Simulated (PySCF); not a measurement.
# Computed records: C₂H₆OSi, C₂H₆FSi

Computed with PySCF 2.14.0. Calculation on a computer-drawn molecule: the log of a Hartree-Fock and frozen-core CCSD(T) single point meant for a local Hartree-Fock minimum, with one planted fault or none, to be diagnosed. Offsets are logged minus clean, where the clean run is the same molecule without the fault. The reference is restricted for singlets and unrestricted otherwise, and also for a bond in bohr or an excited solution. Adding or removing an electron swaps singlet and doublet. The excited solution moves the top pair (singlet) or top alpha electron (doublet) to the lowest empty orbital. Highest occupied and lowest empty are orbital energies over both spins, largest force is the largest gradient component, triples share is (T) over the correlation energy, the T1 limit is 0.02 restricted and 0.045 unrestricted, electrons count all cores, a negative frequency is imaginary (commonest isotopes), and the dipole is about the centre of nuclear charge.

Common to all runs: meant charge 0; meant basis cc-pV(D+d)Z; logged basis functions 95; logged SCF converged yes; possible faults no fault, one electron removed, one electron added, multiplicity raised by two, geometry at a saddle point, SCF held on an excited solution, minimal basis STO-3G, one bond length entered in bohr, all coordinates scaled.

```yaml
- entry: 1
  formula: C2H6OSi
  logged_structure:
    atoms_angstrom:
      - [C, -0.87, -0.7134, 0.7659]
      - [Si, -1.7783, 0.9089, 0.7716]
      - [C, -1.5041, 1.8638, -0.8]
      - [O, -2.631, 1.3903, 1.909]
      - [H, -1.0617, -1.2685, 1.6843]
      - [H, -1.1766, -1.322, -0.0906]
      - [H, 0.2076, -0.5456, 0.6702]
      - [H, -1.8649, 1.2912, -1.6606]
      - [H, -0.436, 2.0425, -0.9594]
      - [H, -2.0247, 2.821, -0.7682]
  given:
    meant_multiplicity: 1
    logged_electrons: 40
    logged_spin_squared: 0.0
    "logged_highest_occupied [eV]": -3.5591
    "logged_lowest_empty [eV]": -4.2069
    "logged_largest_force [hartree/bohr]": 0.15949
    logged_CC_converged: "no"
    "logged_dipole_magnitude [debye]": 1.6014
    logged_SCF_stable_within_its_kind: "no"
    "logged_energy_HF [hartree]": -442.53284
    drawn_bonds_atom: [1, 2, 2, 1, 1, 1, 3, 3, 3]
    drawn_bonds_other_atom: [2, 3, 4, 5, 6, 7, 8, 9, 10]
    drawn_bonds_order: [1, 1, 2, 1, 1, 1, 1, 1, 1]
  results:
    planted_fault: "SCF held on an excited solution"
    "HF_energy_offset_from_clean_run [kcal/mol]": 327.1
  notes: ["CCSD not converged"]
- entry: 2
  formula: C2H6FSi
  logged_structure:
    atoms_angstrom:
      - [C, -1.8124, -2.2435, -2.3105]
      - [Si, -1.431, -0.539, -1.6318]
      - [C, -2.028, 0.8345, -2.758]
      - [F, -2.9592, -0.2597, 1.0267]
      - [H, -1.3058, -2.4013, -3.2667]
      - [H, -1.489, -3.0252, -1.6195]
      - [H, -2.8902, -2.3532, -2.4697]
      - [H, -3.1072, 0.7452, -2.9209]
      - [H, -1.5283, 0.783, -3.7293]
      - [H, -1.8294, 1.8167, -2.3232]
  given:
    meant_multiplicity: 2
    logged_electrons: 41
    logged_spin_squared: 1.2825
    "logged_highest_occupied [eV]": -8.3603
    "logged_lowest_empty [eV]": 1.4971
    "logged_largest_force [hartree/bohr]": 0.027766
    logged_T1_diagnostic: 0.048762
    logged_D1_diagnostic: 0.29757
    logged_triples_share: 0.024221
    logged_CC_converged: "yes"
    "logged_dipole_magnitude [debye]": 1.7907
    logged_SCF_stable_within_its_kind: "yes"
    "logged_energy_HF [hartree]": -467.49884
    "logged_energy_CCSD(T) [hartree]": -468.09129
    drawn_bonds_atom: [1, 2, 2, 1, 1, 1, 3, 3, 3]
    drawn_bonds_other_atom: [2, 3, 4, 5, 6, 7, 8, 9, 10]
    drawn_bonds_order: [1, 1, 1, 1, 1, 1, 1, 1, 1]
  results:
    planted_fault: "one bond length entered in bohr, row 3 of the drawn bonds"
    "HF_energy_offset_from_clean_run [kcal/mol]": 96.55
    "CCSD(T)_energy_offset_from_clean_run [kcal/mol]": 111.6
  notes: ["T1 above single-reference limit"]
```
